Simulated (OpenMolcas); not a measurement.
Ir4+: moving the ligands

Ir4+ with 6 ligands (fluoride) in tetragonal octahedral coordination (D4h) at 1.94 Å, the axial distance 1.998 Å. A charge of +0.333 e stands 2.4 Å behind each ligand. Ligand basis ANO-RCC-VDZP.

| Property | Result |
| --- | --- |
| Program | OpenMolcas 26.06 |
| Method | CASSCF |
| Basis | ANO-RCC-VDZP [7s6p4d2f] |
| Scalar Hamiltonian | DKH2, point nucleus |
| Active space | 5 electrons in 5 orbitals (5d) |
| State averaging | 2S+1 = 6 even, 1 root; 2S+1 = 4 even, 24 roots; 2S+1 = 2 even, 75 roots |
| Spin-orbit coupling | state interaction with AMFI integrals over the reference wave functions |

Runs around this geometry, states (labels of D4, the rotations of D4h). Energies in cm-1 above the lowest state or level, χT in cm3 K/mol.

```tsv
R (Å)	Axial / equatorial distance	Ground state	First state of that spin	First gap with spin-orbit (degeneracies)	χT at 300 K	First state of another spin
1.94	0.968	2E	1305	7480 (2, 2)	0.428	4E 18446
1.89	1.03	2S+1 = 2	2E 1089	7541 (2, 2)	0.424	2S+1 = 4: 19112
1.94	1.03	2S+1 = 2	2E 962.4	7722 (2, 2)	0.437	2S+1 = 4: 15452
2.07	1.03	2S+1 = 2	2E 690.3	7631 (2, 2)	0.489	2S+1 = 4: 8010
```

Taking the first state of the same spin as R^-n, n = -ln(690.3 / 1089) / ln(2.07 / 1.89) = 5.0 between the shortest and longest distance.

Without dynamic correlation the repulsion within the d shell is too large (B by tens of per cent), so at a given field states of lower spin stand too high. With metal d orbitals alone the field can be off either way by tens of per cent. Ligand-to-metal charge-transfer states are missing. With no ligand orbital active B as a rule stays too high, so bands that hang on it stand too high and its fall with covalency is understated. Spin-orbit coupling mixes the spin-free states strongly: the lowest level takes only 64 % from its leading state, 2E (figures for R = 1.94, ratio = 0.968; the like holds for R = 1.89, ratio = 1.03, R = 1.94, ratio = 1.03, R = 2.07, ratio = 1.03). An orbital doublet at a regular site is open to a Jahn-Teller distortion, which this geometry leaves out (holds for R = 1.94, ratio = 0.968). The least metal-like active orbital is 71 % on the metal (Löwdin) and no ligand orbital is active, so the numbers are rough (holds for R = 1.94, ratio = 0.968; R = 1.89, ratio = 1.03). The least metal-like active orbital is 72 % on the metal (Löwdin) and no ligand orbital is active, so the numbers are rough (holds for R = 1.94, ratio = 1.03). This shell can be high or low spin here, a state of another spin lies low, and with metal d orbitals alone active their balance is uncertain, so the ground spin may be wrong, although the usual error favours high spin (holds for R = 2.07, ratio = 1.03). The least metal-like active orbital is 73 % on the metal (Löwdin) and no ligand orbital is active, so the numbers are rough (holds for R = 2.07, ratio = 1.03). No measured value stands beside these numbers; the geometry was imposed, not optimised, and the real ion may take another.

A state without a sure symmetry label is named by its multiplicity alone.
